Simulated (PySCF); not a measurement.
## Structure from 2D NMR

Compound of formula C6H13NOSi. Correlations simulated from computed shifts and the bond graph:

HSQC (one-bond C–H):
```tsv
δH	δC
7.18	166.2
4.25	68.8
4.17	71.5
3.31	51.3
3.30	71.5
3.15	68.8
2.41	34.2
1.07	9.7
0.52	9.7
```

COSY cross peaks (H two or three bonds apart, from the bond graph; peaks can be absent where the dihedral angle is near 90°):
```tsv
δH	δH
7.18	2.41
4.25	3.15
4.25	1.07
4.25	0.52
4.17	3.30
4.17	2.41
4.03	3.99
4.03	2.41
4.03	1.07
4.03	0.52
3.99	2.41
3.99	1.07
3.99	0.52
3.30	2.41
3.15	1.07
3.15	0.52
1.07	0.52
```

HMBC (two and three bonds, from the bond graph):
```tsv
δH	δC
7.18	71.5, 51.3, 34.2
4.25	71.5, 9.7
4.17	166.2, 68.8, 34.2
4.03	166.2, 71.5, 68.8, 34.2, 9.7
3.99	166.2, 71.5, 68.8, 34.2, 9.7
3.31	166.2
3.30	166.2, 68.8, 34.2
3.15	71.5, 9.7
2.41	166.2, 71.5, 9.7
1.07	68.8, 34.2
0.52	68.8, 34.2
```

Level of theory: shielding tensors at PBE0/pcSseg-1 (GIAO), geometry from PBE0-D3(BJ)/def2-SVP, in PySCF 2.14 (in vacuum, no relativistic terms, one averaged value for each set of equivalent atoms, single conformer).

Shifts are taken against calculated references (same method and geometry level): 1H (σ = 31.27 ppm) and 13C (σ = 184.41 ppm) vs TMS.

Exchangeable hydrogens are left out of these lists.

Question: Which molecule is this?

Answer: `C/N=C/[C@@H]1COCC[SiH2]1`.

Mapped SMILES: `[CH3:1]/[N:2]=[CH:3]/[C@@H:4]1[CH2:5][O:6][CH2:7][CH2:8][SiH2:9]1`. Hydrogens are named by the atom that carries them. Ha(C5), Ha(C7), Ha(C8), Ha(Si9) are cis to C3 on the ring; Hb(C5), Hb(C7), Hb(C8), Hb(Si9) are trans to C3 on the ring.

1. δC 166.2 is C3, a C=N carbon (δH 7.18).
2. δC 71.5 is C5, an sp3 CH2 bonded to O (δH 3.30, 4.17).
3. δC 68.8 is C7, an sp3 CH2 bonded to O (δH 3.15, 4.25).
4. δC 51.3 is C1, a methyl carbon bonded to N (δH 3.31).
5. δC 34.2 is C4, an sp3 CH bonded to Si (δH 2.41).
6. δC 9.7 is C8, an sp3 CH2 bonded to Si (δH 0.52, 1.07).
7. COSY links 7.18–2.41, 4.25–3.15, 4.25–1.07, 4.25–0.52, 4.17–3.30, 4.17–2.41.

The shifts were computed for this structure.

Shifts are as computed. Against solution values, carbons near 30 ppm lie about +2 ppm off and those near 130 ppm about +5 ppm. Of 1313 compounds with measured shifts, 239 miss one by over three times the rms of a fit or turn the order of signals round; such compounds aren't used in these exercises.
